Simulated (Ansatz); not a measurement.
Geometry optimisation, RKS LDA/def2-SVP in Ansatz 0.2.0.

Input:

```yaml
crystal:
  periodic: [false, false, false]
  atoms:
    - { symbol: C, position_ang: [-0.1103, -2.6623, 0.3815] }
    - { symbol: S, position_ang: [-1.038, -1.0423, 0.4391] }
    - { symbol: Si, position_ang: [0.3977, 0.3674, -0.3101] }
    - { symbol: Si, position_ang: [-0.2381, 2.5605, -0.2522] }
    - { symbol: F, position_ang: [0.7766, 3.5264, -0.9231] }
    - { symbol: Cl, position_ang: [-0.6656, 3.1919, 1.6722] }
    - { symbol: H, position_ang: [-0.7939, -3.4093, 0.7296] }
    - { symbol: H, position_ang: [0.1765, -2.8333, -0.6635] }
    - { symbol: H, position_ang: [0.7329, -2.5796, 1.0503] }
    - { symbol: H, position_ang: [1.6598, 0.176, 0.5487] }
    - { symbol: H, position_ang: [0.7514, -0.0662, -1.6612] }
    - { symbol: H, position_ang: [-1.572, 2.7156, -0.9773] }
basis:
  gaussian: { orbitals: def2-SVP }
hamiltonian:
  xc: lda
relax:
  f_tol: 0.015
  max_steps: 40
```

Launched with:

```bash
$ ansatz run input.yaml --threads 2 --pin off --max-ram 3072MiB --backend cpu --events-out ev --progress --plain --runs-dir out
```

Where does it end, and by what steps?

It converged. After 19 steps the energy has fallen by 0.393 eV; Cl6 moved furthest, 0.62 Å.

| step | energy less start (eV) | largest force component (eV/Å) | accepted |
| --- | --- | --- | --- |
| 0 | 0.0000 | 3.190 | yes |
| 1 | -0.2979 | 0.987 | yes |
| 2 | -0.3664 | 0.538 | yes |
| 3 | -0.3781 | 0.274 | yes |
| 4 | -0.3831 | 0.024 | yes |
| 5 | -0.3841 | 0.048 | yes |
| 6 | -0.3850 | 0.070 | yes |
| 7 | -0.3858 | 0.048 | yes |
| 8 | -0.3864 | 0.035 | yes |
| 9 | -0.3863 | 0.104 | no |
| 10 | -0.3874 | 0.038 | yes |
| 11 | -0.3883 | 0.092 | yes |
| 12 | -0.3890 | 0.087 | yes |
| 13 | -0.3901 | 0.064 | yes |
| 14 | -0.3917 | 0.048 | yes |
| 15 | -0.3922 | 0.124 | yes |
| 16 | -0.3929 | 0.074 | yes |
| 17 | -0.3932 | 0.039 | yes |
| 18 | -0.3935 | 0.018 | yes |
| 19 | -0.3935 | 0.007 | yes |

```xyz
12
Properties=species:S:1:pos:R:3
C -0.212 -2.487 0.401
S -0.766 -0.807 0.814
Si 0.670 0.329 -0.283
Si -0.337 2.422 -0.295
F 0.735 3.594 -0.623
Cl -1.045 2.708 1.613
H -0.927 -3.187 0.880
H -0.225 -2.664 -0.695
H 0.803 -2.693 0.800
H 2.038 0.378 0.355
H 0.823 -0.232 -1.678
H -1.480 2.582 -1.255
```

Run time: 41 s on 2 threads of Intel(R) Xeon(R) Platinum 8488C (Sapphire Rapids) (shared host), peak memory 0.2 GiB.
